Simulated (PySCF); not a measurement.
ScBr3, SMILES [Sc]([Br])([Br])[Br].

Geometry optimised at B3LYP-D3(BJ)/def2-SVP.

Two levels are set side by side: PBE/def2-TZVP (PySCF) and ωB97X/def2-TZVP (PySCF). Same geometry, gas phase. Differences are taken from unrounded values.

```tsv
quantity	ωB97X	PBE	PBE minus ωB97X
orbital gap (eV)	9.50	3.10	-6.40
highest occupied level (eV)	-10.83	-7.33	3.50
lowest empty level (eV)	-1.33	-4.23	-2.90
mean polarisability (bohr³)	92.7	100.2	7.4
```

Without exact exchange PBE keeps part of each electron's self-repulsion, which lifts occupied levels and narrows the gap. Loosely held outer electrons make PBE densities more polarisable. Differences between two approximate levels are no errors against the true value.

Rough cost on one machine, each run with all the roots and properties that it gave: ωB97X against PBE within a factor of 2.
